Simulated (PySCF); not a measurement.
How methods differ on the excitation energy of Ti

Ti [Ar] 3d2 4s2 (3F) → Ti [Ar] 3d2 4s1 5s1 (5F), as a difference of total energies. Computed with PySCF 2.14 in aug-cc-pVTZ, with no relativity, point nucleus. Correlated levels: valence: [Ar] frozen. The calculations carry no spin-orbit coupling.

| method | excitation energy (eV) |
| --- | --- |
| UHF | 3.336 |
| LDA | 4.377 |
| PBE | 4.146 |
| PBE0 | 4.070 |
| r2SCAN | 3.993 |
| B97-3 | 4.543 |
| wB97M-V | 4.416 |
| CAM-B3LYP | 4.433 |
| r2SCANh | 4.003 |
| MP2 (valence) | 4.076 |
| SCS-MP2 (valence) | 4.299 |

Question: How much does correlation contribute at MP2 (valence)?

Answer: 4.076 − (3.336) = 0.740 eV, measured against UHF.

The promoted electron is Rydberg-like, and one or two diffuse shells describe it only roughly, which tends to raise the upper state.
